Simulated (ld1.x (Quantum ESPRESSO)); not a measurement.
## iridium: one change to an ultrasoft potential, before and after

```json
{
  "Element": "iridium (Ir)",
  "Generator": "ld1.x (Quantum ESPRESSO) 7.5",
  "Type": "ultrasoft",
  "Functional": "PBEsol",
  "Relativity": "scalar-relativistic",
  "Frozen core": "[Xe] 4f14",
  "Valence charge": "9",
  "Reference configuration": "5d7 6s1.75 6p0.25",
  "Partial waves": "6s (bound): rcut 2.05, rcutus 2.50 bohr; 6s channel at 0.3 Ry: rcut 2.05, rcutus 2.50 bohr; 6p (bound): rcut 2.50, rcutus 3.20 bohr; 6p channel at 1 Ry: rcut 2.50, rcutus 3.20 bohr; 5d (bound): rcut 1.45, rcutus 1.75 bohr; 5d channel at 0.85 Ry: rcut 1.45, rcutus 1.75 bohr",
  "Local potential": "all-electron potential smoothed inside 1.90 bohr (lloc = -1)",
  "Core correction": "a·sin(br)/r model core inside 1.55 bohr",
  "Augmentation charge": "built from norm-conserving waves at rcut, not smoothed further"
}
```

All-electron outer shells of the reference configuration (PBEsol, scalar-relativistic, ld1.x):

```json
{"shell": "4f", "level (eV)": "-62.75", "outermost node (bohr)": "–", "outermost maximum (bohr)": "0.39"}
{"shell": "5p", "level (eV)": "-55.23", "outermost node (bohr)": "0.54", "outermost maximum (bohr)": "1.01"}
{"shell": "5d", "level (eV)": "-7.66", "outermost node (bohr)": "0.59", "outermost maximum (bohr)": "1.31"}
{"shell": "6s", "level (eV)": "-6.73", "outermost node (bohr)": "1.17", "outermost maximum (bohr)": "2.38"}
{"shell": "6p", "level (eV)": "-1.44", "outermost node (bohr)": "1.39", "outermost maximum (bohr)": "3.43"}
```

Change: waves 5d (bound): rcut 1.45, rcutus 2.38 bohr; 5d channel at 0.85 Ry: rcut 1.45, rcutus 2.38 bohr.

Cutoffs: the cutoffs (Ry, on a coarse ladder) from which the occupation-weighted sum of valence levels, in a spherical-Bessel basis at the reference potential, stays within 10 and 1 mRy of its value at 400 Ry; they do not see the model core or the augmentation charge, which bear on the density cutoff. Errors are all-electron minus pseudo energies relative to the spin-unpolarised reference configuration.

Problem. What does the change do?

Solution. Both files keep a bound ghost (s); the errors of the 7 common tests hardly move; the range in which the d phases agree narrows (upper end at the end of the scan → 1.9).

| quantity | base | changed |
| --- | --- | --- |
| cutoffs, loose and tight | 35 Ry, 55 Ry | not determined |
| bound ghosts | s | s (d not tested, overlap not positive) |
| error for 5d7 6s2 6p0, meV [ΔE -1.31 eV] | +0.2 | +0.3 |
| error for 5d7 6s1 6p0, meV [ΔE 8.62 eV] | -8.8 | -8.4 |
| error for 5d7 6s0 6p0, meV [ΔE 26.11 eV] | -41 | -36 |
| error for 5d8 6s1 6p0, meV [ΔE -1.63 eV] | -44 | -43 |
| error for 5d7.5 6s1.5 6p0, meV [ΔE -1.59 eV] | -13 | -12 |
| error for 5d7 6s1 6p1, meV [ΔE 4.08 eV] | -2.3 | -2.0 |
| error for 5d6 6s2 6p1, meV [ΔE 5.89 eV] | -66 | -66 |
| s: phases at 3.49 bohr within 0.05 rad from the reference energy up to (Ry; the scan ends near 5) | to the end of the scan | to the end of the scan |
| p: phases at 3.49 bohr within 0.05 rad from the reference energy up to (Ry; the scan ends near 5) | 1.7 | 1.7 |
| d: phases at 3.49 bohr within 0.05 rad from the reference energy up to (Ry; the scan ends near 5) | to the end of the scan | 1.9 |
| lowest overlap eigenvalue by channel | s 0.26, p 0.36, d 0.96 | s 0.26, p 0.36, d -0.17 |

Changed file: the overlap operator is not positive definite in a basis up to 400 Ry (lowest eigenvalue d -0.17), so the file is unfit for use: the generalised eigenproblem breaks down once the basis is large enough, and its test numbers describe a broken file. A true bound ghost makes a file unfit for plane-wave use even where its test errors are small: the radial tests pick states by their node count and pass the ghost by.
